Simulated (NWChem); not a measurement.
# CH5NSi, singlet; SMILES N[Si]C

```xyz
8

Si    -0.6234    -0.1184     0.3707
C      0.4456     1.4440     0.0778
H     -0.0767     2.1155    -0.6265
H      1.4642     1.2633    -0.3047
H      0.5245     2.0110     1.0225
N      0.5182    -1.3155    -0.0987
H      1.4670    -1.1503    -0.4262
H      0.2959    -2.3055    -0.0731
```
Atoms are numbered in this order, from 1.

Low-valent species are run as closed-shell singlets; no triplet was tried in these runs. All runs use the structure optimised with PBE0/def2-SVP.

 Unshifted, non-relativistic core excitations; the lowest 4 roots alone, so stronger bands may lie above.

**Question.** List the first C K-edge excitations from PBE0/def2-TZVP, restricted-window TDA (NWChem).

**Answer.** 
| state | energy (eV) | dipole oscillator strength | leading excitation (squared amplitude) |
|---|---|---|---|
| S1 | 274.8 | 0.0012 | 1s of atom 2 or its equivalents → LUMO (1.00) |
| S2 | 276.9 | 0.0022 | 1s of atom 2 or its equivalents → LUMO+1 (0.94) |
| S3 | 277.2 | 0.0018 | 1s of atom 2 or its equivalents → LUMO+2 (0.94) |
| S4 | 277.9 | 0.0165 | 1s of atom 2 or its equivalents → LUMO+3 (0.92) |
